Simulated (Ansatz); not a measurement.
`C[Se]B[SiH3]` → `B[Se][SiH2]C`  (isomerisation)

Computed with Ansatz on PBE0-D4/def2-TZVP structures; ΔE is electronic, products minus reactants. CCSD(T)/CBS is the MP2 limit (def2-TZVPP, def2-QZVPP) plus CCSD(T) − MP2 in def2-TZVPP, frozen cores. DFT in def2-TZVPP. B3LYP here is the variant with VWN-RPA as its local correlation; programs differ in this. For Se outer-core shells are correlated without core-valence functions, which leaves a few kJ/mol of doubt a bond. Scalar relativity is left out up to krypton. One conformer a species, not always the lowest.

`C[Se]B[SiH3]`:

Cartesian coordinates in Å:
```
C 0.283 -0.869 2.343
Se -0.897 -0.457 0.842
B 0.270 0.221 -0.469
Si -0.501 0.793 -2.229
H 0.216 -1.935 2.557
H -0.045 -0.299 3.210
H 1.300 -0.599 2.072
H 1.436 0.292 -0.214
H 0.121 0.015 -3.339
H -1.976 0.603 -2.300
H -0.207 2.234 -2.475
```

`B[Se][SiH2]C`:

Z-matrix (Å, degrees):
```
Si
Se 1 2.302
C 1 1.863 2 110.9
H 1 1.486 2 105.8 3 120.7
H 1 1.485 2 108.2 3 -122.3
B 2 1.907 1 97.4 3 67.8
H 3 1.092 1 110.7 2 59.5
H 3 1.092 1 110.5 2 -60.5
H 3 1.093 1 110.3 2 179.7
H 6 1.193 2 121.0 1 0.9
H 6 1.192 2 117.0 1 -179.2
```

```csv
level,ΔE (kcal/mol),difference from CCSD(T)/CBS
r2SCAN-D4,-25.4,0.8
PBE0-D4,-24.9,1.3
B3LYP-D4,-25.1,1.1
ωB97X-V,-25.6,0.6
ωB97M-V,-26.9,-0.7
B2PLYP,-25.4,0.8
PBE,-22.6,3.6
r2SCAN,-25.3,0.9
B3LYP,-24.4,1.8
SCS-MP2/def2-TZVPP,-26.1,0.1
CCSD/def2-TZVPP,-25.2,1.0
HF/def2-QZVPP,-28.2,-2.0
MP2/def2-QZVPP,-27.9,-1.7
SCS-MP2/def2-QZVPP,-27.0,-0.8
MP2/CBS(def2),-28.5,-2.3
CCSD/CBS(def2),-26.7,-0.5
CCSD(T)/CBS,-26.2,0
```

Largest T1 diagnostic among the species: 0.014.

From PBE to PBE0 (25 % exact exchange), in def2-TZVPP and without D4, ΔE moves by −2.0 kcal/mol. In def2-TZVPP, CCSD(T) changes the Hartree–Fock value by +3.5 kcal/mol (the triples alone add +0.6 kcal/mol) and MP2 by +1.1 kcal/mol.
